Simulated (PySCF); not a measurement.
What does the PBE0-D3(BJ)/def2-SVP structure of `C(#N)C[C@H]1CC(CC1)=S` look like in three dimensions?

```xyz
18
C7H9NS angstrom
N      3.9028    0.5235   -1.3066
C      3.0563   -0.0879   -0.8077
C      1.9644   -0.8376   -0.1979
C      0.5897   -0.3389   -0.6398
C      0.2675    1.1045   -0.2393
C     -1.2499    1.1841   -0.3951
C     -1.7581   -0.2032   -0.0814
S     -3.3016   -0.6284    0.1631
C     -0.5698   -1.1331   -0.0343
H      2.0905   -1.9019   -0.4550
H      2.0615   -0.7635    0.8985
H      0.5314   -0.4151   -1.7395
H      0.8144    1.8468   -0.8376
H      0.5488    1.2630    0.8164
H     -1.7482    1.9468    0.2198
H     -1.5263    1.4053   -1.4419
H     -0.7825   -2.0983   -0.5158
H     -0.3655   -1.3521    1.0310
```

Orientation and origin are arbitrary. Atoms count from 1 in this order. The 5-membered ring C4–C5–C6–C7–C9 has internal angles of 103.1° to 107.9° (sum 525°, against 540° for a flat polygon); it is puckered, 0.17 Å rms from its mean plane, widest ring torsion 39°. The 7 C–C bonds span 1.458 Å (C2–C3, drawn single) to 1.532 Å (C4–C5, drawn single), a spread of 0.074 Å. Of the pairs four or more bonds apart, C2···H13 is among the closest relative to their van der Waals radii: 2.96 Å, 102 % of the sum of Bondi's values.

Bonds between heavy atoms (Å): N1≡C2 1.157, C2–C3 1.458, C3–C4 1.528, C4–C5 1.532, C5–C6 1.527, C6–C7 1.510, C7=S8 1.620, C7–C9 1.510, C4–C9 1.530.

Theory: PBE0-D3(BJ)/def2-SVP geometry optimisation, gas phase in PySCF 2.14.0.

Point group: C1 (no symmetry element, even within 0.4 Å). No frequency check. One conformer, not necessarily the lowest (C2–C3–C4–C5 -63°, C3–C4–C5–C6 -163°, C4–C5–C6–C7 31°, C5–C6–C7–S8 168°, C6–C7–C9–C4 -13°).

Rough CPU time on one thread of a shared machine: about 2.6 min. This is the geometry optimisation.
